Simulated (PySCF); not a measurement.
**Correlation energy of Ag (silver, neutral)**

[Kr] 4d9 5s1 6s1, high-spin 4D determinant (an excited configuration). Calculation: PySCF 2.14, in aug-cc-pVDZ-PP with ECP28MDF (5s5p4d2f, 54 functions); a scalar-relativistic core potential. Frozen: 4s2 4p6; 11 electrons correlated.

```tsv
level	correlation energy (mhartree)
CCSD	-259.94
(T)	-5.17
CCSD(T)	-265.11
```

Diagnostics: T1 = 0.0087, D1 = 0.0343, largest double amplitude 0.045.

The outer electron is Rydberg-like, and this basis confines it to a smaller radius and binds it less than a complete one would.

Cost of the coupled-cluster step: about 4 core-seconds, for 11 correlated electrons.

Iterations:

```
CC2 = 0
CCSD nocc = (np.int64(7), np.int64(4)), nmo = (50, 50)
frozen orbitals [[0, 1, 2, 3], [0, 1, 2, 3]]
max_cycle = 100
direct = 0
conv_tol = 1e-08
conv_tol_normt = 1e-06
diis_space = 8
diis_start_cycle = 0
Init t2, MP2 energy = -0.267627761218565
Init E_corr(UCCSD) = -0.26762776121877
cycle = 1  E_corr(UCCSD) = -0.256566068314922  dE = 0.0110616929  norm(t1,t2) = 0.0431355
cycle = 2  E_corr(UCCSD) = -0.25941832141268  dE = -0.0028522531  norm(t1,t2) = 0.0131629
cycle = 3  E_corr(UCCSD) = -0.25973408772161  dE = -0.000315766309  norm(t1,t2) = 0.00589594
cycle = 4  E_corr(UCCSD) = -0.259949603160429  dE = -0.000215515439  norm(t1,t2) = 0.00161978
cycle = 5  E_corr(UCCSD) = -0.259937890383761  dE = 1.17127767e-05  norm(t1,t2) = 0.000504071
cycle = 6  E_corr(UCCSD) = -0.259932869662872  dE = 5.02072089e-06  norm(t1,t2) = 0.000168643
cycle = 7  E_corr(UCCSD) = -0.25993681710111  dE = -3.94743824e-06  norm(t1,t2) = 0.000104411
cycle = 8  E_corr(UCCSD) = -0.259936211065775  dE = 6.06035335e-07  norm(t1,t2) = 5.66583e-05
cycle = 9  E_corr(UCCSD) = -0.259935512641109  dE = 6.98424666e-07  norm(t1,t2) = 2.25146e-05
cycle = 10  E_corr(UCCSD) = -0.259935958982241  dE = -4.46341132e-07  norm(t1,t2) = 8.6063e-06
cycle = 11  E_corr(UCCSD) = -0.25993586220945  dE = 9.67727906e-08  norm(t1,t2) = 2.85568e-06
cycle = 12  E_corr(UCCSD) = -0.25993585007767  dE = 1.21317804e-08  norm(t1,t2) = 1.08499e-06
cycle = 13  E_corr(UCCSD) = -0.259935859140134  dE = -9.06246383e-09  norm(t1,t2) = 5.00723e-07
UCCSD converged
E(UCCSD) = -146.0047067894066  E_corr = -0.2599358591401336
UCCSD(T) correction = -0.00517179311439988
```
